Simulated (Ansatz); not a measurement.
Mulliken charges of ClF2GeHSe (`[F][Ge]([F])([Cl])[SeH]`) from PBE/def2-TZVPP in Ansatz (PBE0-D4/def2-TZVP geometry).

```
atom   x (Å)   y (Å)   z (Å)  charge (e)
  F1   1.637  -1.238   0.506      -0.299
 Ge2   0.156  -0.454   0.146       0.895
  F3  -0.873  -0.821   1.468      -0.296
 Cl4  -0.713  -1.380  -1.544      -0.224
 Se5   0.599   1.802  -0.057      -0.163
  H6  -0.763   2.028  -0.563       0.088
```

Problem. By hand: the dipole of these point charges (1 e Å = 4.8032 D).

Solution. Σ q r = (-0.097, 0.401, -0.150) e Å, of length 0.439 e Å = 2.11 D.

Problem. How does the dipole of the full density compare? (Estimate.)

Solution. Ansatz gave: (-0.094, 0.447, -0.224) e Å, 2.44 D; the point charges give 0.86 times that, at 6° from its direction.

Point charges leave out the atoms' own dipoles, such as those of lone pairs, and Mulliken's split depends on the basis, so the close match here is no proof of good charges.
